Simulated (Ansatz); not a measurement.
The same path of AlClFH3O2 + FH (10 atoms, charge 0, multiplicity 1) was run twice with different band settings.

Computed with Ansatz 0.2.0, RKS PBE-D4/def2-SVP.

Relaxed end points:

```xyz
10
Properties=species:S:1:pos:R:3
Al -0.381 -0.579 -0.223
Cl 1.020 0.554 -1.549
O 0.478 -1.849 0.540
O -1.974 -0.757 -0.827
H 0.432 1.352 1.108
F -0.445 0.768 1.107
H 1.577 1.538 -0.127
F 1.555 1.927 0.812
H 0.047 -2.693 0.746
H -2.310 -0.262 -1.587
```

```xyz
10
Properties=species:S:1:pos:R:3
Al -0.384 -0.610 -0.130
Cl 1.482 0.086 -1.174
O -0.263 -2.225 0.428
O -1.806 0.036 -0.835
H 0.377 1.419 1.073
F -0.186 0.561 1.329
H 1.421 1.636 -0.241
F 1.137 2.283 0.493
H 0.583 -2.694 0.484
H -2.361 -0.493 -1.426
```

Common settings: spring 5.0 eV/Å²; optimiser quadratic models (default); start path through a guess of the saddle point; force threshold 0.05 eV/Å; iteration limit 60; end points relaxed.

| run | movable images | climbing image |
| --- | --- | --- |
| 1 | 9 | yes |
| 2 | 1 | no |

Problem. What does each run give, and how far can it be trusted?

Solution. Run 1: converged after 56 iterations, highest image 0.048 eV above the first end. The profile has 2 maxima (images 4, 6) with wells between them (image 5): this band takes more than one step, which may be the mechanism or a detour left from its start path. A structure lower than the first end lies on the path between it and the top, so the climb from that side starts below the end, which may itself be a saddle point or a shallow side well. A structure lower than the last end lies on the path between it and the top, so the climb from that side starts below the end, which may itself be a saddle point or a shallow side well. A vibrational analysis at the climbing image gives one clearly imaginary mode, 239i cm⁻¹: a first-order saddle point.
Run 2: converged after 22 iterations, highest image 0.070 eV above the first end. No image climbed, so the highest image needn't sit at the top of the path. So few images can step over the top or miss a turn of the path.
